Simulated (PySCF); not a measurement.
## Spinor energies of Zr⁺ (zirconium, charge +1)

Start: [Kr] 4d3; 4d5/2 filled at m_j = +1/2, +3/2, +5/2. Calculated with PySCF 2.14 in x2c-TZVPall-2c: generalised Hartree-Fock with the X2C-1e Hamiltonian and a Gaussian nucleus; one run each with spin-orbit coupling (SO) switched off, then screened by Boettger's factors. This is a chosen level, not necessarily the ground level.

| spinor shell | electrons | ε, spin-free (eV) | ε, screened SO (eV) | weight of nominal j (screened SO) | rms radius, screened SO (bohr) |
| --- | --- | --- | --- | --- | --- |
| 1s1/2 | 2 | -18101.5 | -18100.7 | 1.000 | 0.0426 |
| 2s1/2 | 2 | -2582.8 | -2582.6 | 1.000 | 0.176 |
| 2p1/2 | 2 | -2297.5 | -2356.7 | 1.000 | 0.154 |
| 2p3/2 | 4 | -2297.5 | -2269.6 | 1.000 | 0.158 |
| 3s1/2 | 2 | -457.24 | -457.22 | 1.000 | 0.488 |
| 3p1/2 | 2 | -361.58 | -371.45 | 1.000 | 0.489 |
| 3p3/2 | 4 | -361.58 | -356.97 | 1.000 | 0.499 |
| 3d3/2 | 4 | -204.45 | -205.96 | 0.990 | 0.493 |
| 3d5/2 | 6 | -204.45 | -203.46 | 0.993 | 0.497 |
| 4s1/2 | 2 | -71.490 | -71.513 | 1.000 | 1.31 |
| 4p3/2 | 4 | -44.469 | -43.642 | 0.872 | 1.49 |
| 4p1/2 | 2 | -44.469 | -46.282 | 0.744 | 1.48 |
| 4d5/2 | 3 | -12.855 | -12.844 | 0.777 | 2.44 |

```json
{"quantity": "E (hartree)", "spin-free": "-3595.79710", "screened SO": "-3596.14173"}
{"quantity": "M_J", "spin-free": "9/2", "screened SO": "9/2"}
{"quantity": "⟨J²⟩", "spin-free": "24.759", "screened SO": "24.759"}
{"quantity": "⟨L²⟩", "spin-free": "12.007", "screened SO": "12.034"}
{"quantity": "⟨S²⟩", "spin-free": "3.753", "screened SO": "3.753"}
```

Each row is a mean over spinors that exchange with the open shell spreads, by up to 5.266 eV (4p3/2).

Rows whose weight is well below 1 are mixtures of j = l ± 1/2: exchange outweighs spin-orbit coupling there, and the label is only the starting occupation.

Breit and QED terms are absent; they matter most for the inner s and p1/2 levels.

Densities and radii are taken from the X2C orbitals without a picture-change correction, which distorts them close to the nucleus.

Without spin-orbit coupling the j labels of p, d and f shells carry no meaning; the spin-free column gives the mean over the occupied spinors of each nl shell.
